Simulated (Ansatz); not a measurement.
**Molecular dynamics of CH₁₂O₂Si₄**

Input file:

```yaml
crystal:
  periodic: [false, false, false]
  atoms:
    - { symbol: Si, position_ang: [-0.020173, -0.166561, -0.068773] }
    - { symbol: O, position_ang: [0.107248, -0.407511, 1.635794] }
    - { symbol: Si, position_ang: [-1.282903, -0.321761, 2.639756] }
    - { symbol: H, position_ang: [-2.407025, -1.115811, 2.140025] }
    - { symbol: H, position_ang: [-0.872391, -0.850016, 3.93357] }
    - { symbol: H, position_ang: [-1.757882, 1.048983, 2.829112] }
    - { symbol: Si, position_ang: [2.159781, 0.084908, -0.73677] }
    - { symbol: H, position_ang: [2.95103, -1.085916, -0.38622] }
    - { symbol: H, position_ang: [2.240283, 0.244635, -2.181632] }
    - { symbol: H, position_ang: [2.787103, 1.246881, -0.124751] }
    - { symbol: O, position_ang: [-0.743825, 1.398728, -0.414702] }
    - { symbol: C, position_ang: [-2.215793, 1.359863, -0.578359] }
    - { symbol: H, position_ang: [-2.774912, 1.105041, 0.361829] }
    - { symbol: H, position_ang: [-2.535431, 2.385756, -0.882959] }
    - { symbol: H, position_ang: [-2.563873, 0.649334, -1.375377] }
    - { symbol: Si, position_ang: [-1.092792, -1.919899, -1.138863] }
    - { symbol: H, position_ang: [-2.3995, -2.239792, -0.581278] }
    - { symbol: H, position_ang: [-1.281642, -1.634124, -2.554711] }
    - { symbol: H, position_ang: [-0.280104, -3.125039, -1.049091] }
basis:
  gaussian: { orbitals: STO-3G }
hamiltonian:
  xc: blyp
md:
  timestep: 0.5
  n_steps: 150
  ensemble: nvt_langevin
  temperature: 1000.0
  initial_velocities: maxwell_boltzmann
  seed: 801444
  friction: 0.02
```

Run as:

```bash
$ ansatz run input.yaml --threads 1 --pin off --max-ram 2048MiB --backend cpu --events-out ev --progress --plain --runs-dir out
```

It starts from a relaxed structure.

Output, in part (one step line in 6, the closing report, with atoms numbered from 0):

```
md step     0: t =     0.00 fs  T =   947.4 K  F+E_penalty+E_count = -36397.51155601 eV  E_kin = 2.326680 eV  (25 SCF iters)
md step     6: t =     3.00 fs  T =   508.9 K  F+E_penalty+E_count = -36396.52430770 eV  E_kin = 1.249723 eV  (29 SCF iters)
md step    12: t =     6.00 fs  T =   636.1 K  F+E_penalty+E_count = -36396.90026135 eV  E_kin = 1.562270 eV  (30 SCF iters)
md step    18: t =     9.00 fs  T =   508.3 K  F+E_penalty+E_count = -36396.52574871 eV  E_kin = 1.248320 eV  (30 SCF iters)
md step    24: t =    12.00 fs  T =   548.3 K  F+E_penalty+E_count = -36396.63859546 eV  E_kin = 1.346540 eV  (28 SCF iters)
md step    30: t =    15.00 fs  T =   710.8 K  F+E_penalty+E_count = -36396.64744577 eV  E_kin = 1.745661 eV  (29 SCF iters)
md step    36: t =    18.00 fs  T =   741.9 K  F+E_penalty+E_count = -36396.49626741 eV  E_kin = 1.822025 eV  (27 SCF iters)
md step    42: t =    21.00 fs  T =   817.3 K  F+E_penalty+E_count = -36396.65444519 eV  E_kin = 2.007303 eV  (29 SCF iters)
md step    48: t =    24.00 fs  T =   595.6 K  F+E_penalty+E_count = -36396.38778878 eV  E_kin = 1.462648 eV  (28 SCF iters)
md step    54: t =    27.00 fs  T =   758.9 K  F+E_penalty+E_count = -36396.50595537 eV  E_kin = 1.863799 eV  (29 SCF iters)
md step    60: t =    30.00 fs  T =   663.4 K  F+E_penalty+E_count = -36396.17571625 eV  E_kin = 1.629390 eV  (29 SCF iters)
md step    66: t =    33.00 fs  T =   688.9 K  F+E_penalty+E_count = -36396.36567974 eV  E_kin = 1.691906 eV  (30 SCF iters)
md step    72: t =    36.00 fs  T =   588.9 K  F+E_penalty+E_count = -36396.03573660 eV  E_kin = 1.446199 eV  (29 SCF iters)
md step    78: t =    39.00 fs  T =   742.3 K  F+E_penalty+E_count = -36396.35600607 eV  E_kin = 1.823105 eV  (29 SCF iters)
md step    84: t =    42.00 fs  T =   560.4 K  F+E_penalty+E_count = -36396.04395779 eV  E_kin = 1.376327 eV  (29 SCF iters)
md step    90: t =    45.00 fs  T =   673.2 K  F+E_penalty+E_count = -36396.43642708 eV  E_kin = 1.653299 eV  (29 SCF iters)
md step    96: t =    48.00 fs  T =   538.7 K  F+E_penalty+E_count = -36396.00102344 eV  E_kin = 1.322990 eV  (29 SCF iters)
md step   102: t =    51.00 fs  T =   760.8 K  F+E_penalty+E_count = -36396.17683973 eV  E_kin = 1.868391 eV  (29 SCF iters)
md step   108: t =    54.00 fs  T =   646.1 K  F+E_penalty+E_count = -36395.70463481 eV  E_kin = 1.586685 eV  (28 SCF iters)
md step   114: t =    57.00 fs  T =   824.2 K  F+E_penalty+E_count = -36396.13166310 eV  E_kin = 2.024233 eV  (29 SCF iters)
md step   120: t =    60.00 fs  T =   630.1 K  F+E_penalty+E_count = -36395.84806822 eV  E_kin = 1.547456 eV  (29 SCF iters)
md step   126: t =    63.00 fs  T =   660.8 K  F+E_penalty+E_count = -36395.95160053 eV  E_kin = 1.622786 eV  (28 SCF iters)
md step   132: t =    66.00 fs  T =   633.7 K  F+E_penalty+E_count = -36395.96242391 eV  E_kin = 1.556210 eV  (29 SCF iters)
md step   138: t =    69.00 fs  T =   719.0 K  F+E_penalty+E_count = -36395.91890880 eV  E_kin = 1.765789 eV  (29 SCF iters)
md step   144: t =    72.00 fs  T =   795.1 K  F+E_penalty+E_count = -36395.96061078 eV  E_kin = 1.952797 eV  (28 SCF iters)
md step   150: t =    75.00 fs  T =   939.8 K  F+E_penalty+E_count = -36396.01904599 eV  E_kin = 2.307973 eV  (27 SCF iters)
Total energy: -36396.01939899 eV, -1337.5290428048 hartree
Atom 0 at    -0.051489    -0.020804    -0.030535 Å, force    -1.497411    -1.718857     1.391509 eV/Å
Atom 1 at    -0.017954    -0.651904     1.592332 Å, force    -0.005003    -0.067095     0.680237 eV/Å
Atom 2 at    -1.554074    -0.678897     2.401671 Å, force     0.444876     2.431871     0.283708 eV/Å
Atom 3 at    -2.683356    -0.841429     1.516901 Å, force    -0.336724    -0.421619    -0.179467 eV/Å
Atom 4 at    -1.598797    -1.479851     3.558834 Å, force     0.230771    -1.576191     0.538144 eV/Å
Atom 5 at    -1.805043     0.608100     3.119088 Å, force     0.168270    -0.248220    -0.720040 eV/Å
Atom 6 at     1.930098     0.486917    -0.799302 Å, force     2.524332     1.158507     1.685510 eV/Å
Atom 7 at     2.526350    -0.685619    -1.378700 Å, force     0.516597    -0.162023    -0.254109 eV/Å
Atom 8 at     1.710417     1.513189    -1.757409 Å, force    -0.049777     0.377369    -0.915949 eV/Å
Atom 9 at     2.845291     1.203890     0.248368 Å, force    -1.125616    -1.316693    -1.292567 eV/Å
Atom 10 at    -0.632989     1.567823    -0.009464 Å, force    -0.649226     1.277182     0.122672 eV/Å
Atom 11 at    -2.071110     1.836801     0.177723 Å, force    -0.294658    -0.261410     2.295879 eV/Å
Atom 12 at    -2.426205     2.035850     1.334843 Å, force     0.972799    -0.318643    -2.719727 eV/Å
Atom 13 at    -2.267017     2.700732    -0.451693 Å, force    -0.425499     1.428841    -0.162449 eV/Å
Atom 14 at    -2.727089     1.055771    -0.244175 Å, force    -0.391438    -0.705603     0.070261 eV/Å
Atom 15 at    -1.275852    -1.716101    -1.014423 Å, force    -0.261343    -2.802947     0.717098 eV/Å
Atom 16 at    -2.668971    -1.383199    -1.345025 Å, force     0.270090    -0.071419    -0.039963 eV/Å
Atom 17 at    -0.615446    -2.234629    -2.206514 Å, force    -0.114653     0.285485    -0.237271 eV/Å
Atom 18 at    -1.320175    -3.089418    -0.129801 Å, force     0.023614     2.711466    -1.263475 eV/Å
Dipole moment:    -0.089050    -0.018933    -0.195052 e Å
```

All steps were run. The mean temperature of the second half is 30 % below the set value. A run of 0.075 ps of so small a system gives no equilibrium averages. Limits of this set-up: minimal basis.

The same pairs are bonded in the first frame and the last. Pairs count as bonded within 1.25 times the sum of covalent radii (0.12 Å more for H–H).

Last frame:

```xyz
19
Properties=species:S:1:pos:R:3
Si -0.051 -0.021 -0.030
O -0.018 -0.652 1.592
Si -1.554 -0.679 2.402
H -2.683 -0.841 1.517
H -1.599 -1.480 3.559
H -1.805 0.608 3.119
Si 1.930 0.487 -0.799
H 2.526 -0.686 -1.379
H 1.710 1.513 -1.757
H 2.845 1.204 0.248
O -0.633 1.568 -0.009
C -2.071 1.837 0.178
H -2.426 2.036 1.335
H -2.267 2.701 -0.452
H -2.727 1.056 -0.244
Si -1.276 -1.716 -1.014
H -2.669 -1.383 -1.345
H -0.615 -2.235 -2.207
H -1.320 -3.089 -0.130
```

Run time: 16 min on 1 thread of Arm Neoverse V1, with other jobs on the host, peak memory 0.12 GiB.
